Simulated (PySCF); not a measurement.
Method: PBE-D3(BJ)/def2-TZVP // PBE0-D4/def2-SVP (PySCF). Isolated molecules, 0 K electronic values unless said otherwise. One relaxed conformer stands for a flexible species; it need not be the lowest. Excitations are Tamm–Dancoff values on a coarser integration grid. The basis has no diffuse functions, so Rydberg states are missing or too high.

Reference species (SMILES): `[Ge]([O]C)([O]C)([O]C)[O]C` (neutral, multiplicity 1).

| Item | Value |
|---|---|
| LUMO | -0.83 eV |
| S1–T1 gap (TDA) | 0.31 eV |
| S1 excitation (TDA) | 5.77 eV |
| HOMO | -6.44 eV |

After one change: the LUMO decreases by 1.17 eV; the S1–T1 gap (TDA) rises by 0.04 eV; the S1 excitation (TDA) decreases by 1.30 eV; the HOMO goes up by 0.14 eV.

### Question
Which change was made? The new species is one of these.
A. `[SH][Ge]([SH])([SH])[SH]`
B. `C[O][Ge]([SH])([SH])[SH]`
C. `C[O][Ge]([SH])([O]C)[O]C`
D. `C[O][Ge]([SH])([SH])[O]C`

### Answer
B, `C[O][Ge]([SH])([SH])[SH]`
